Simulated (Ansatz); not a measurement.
# InH3 (SMILES [H][In]([H])[H]): the vertical ionisation energy, rung by rung

InH3 has 4 atoms, charge 0, and is taken as a singlet. SMILES: `[H][In]([H])[H]`. The shape comes from GFN2-xTB, which is rough for such elements, and wasn't checked as a minimum.

Each level gives the vertical ionisation energy (to the doublet cation) (eV). The values are calculated.

| level | kind | program | value (eV) |
| --- | --- | --- | --- |
| BLYP/STO-3G | GGA | Ansatz | 7.88 |
| r2SCAN0/STO-3G | hybrid meta-GGA | Ansatz | 8.43 |
| CAM-B3LYP/STO-3G | range-separated hybrid | Ansatz | 8.45 |
| HSE06/STO-3G | range-separated hybrid | Ansatz | 8.31 |
| CCSD(T)/STO-3G | coupled cluster or CI | Ansatz | ? |
| CCSDT(Q)/STO-3G | coupled cluster or CI | Ansatz | 7.89 |
| CCSDT/STO-3G | coupled cluster or CI | Ansatz | 7.89 |
| FCI/STO-3G | exact in the basis | Ansatz | 7.89 |

(1) Estimate the missing values from the other rows.

## Answers

(1) As computed at these levels: CCSD(T)/STO-3G: 7.90 eV. All-electron rows without a relativistic Hamiltonian named are non-relativistic. Spin-orbit coupling, which can split open shells on such heavy atoms by tenths of an eV, is left out. The values span 7.88 to 8.45 eV. All rows use very small basis sets, so even the best lies far from the true value. In the correlated wave-function rows the outer d shell of In is correlated, in sets not made for it.
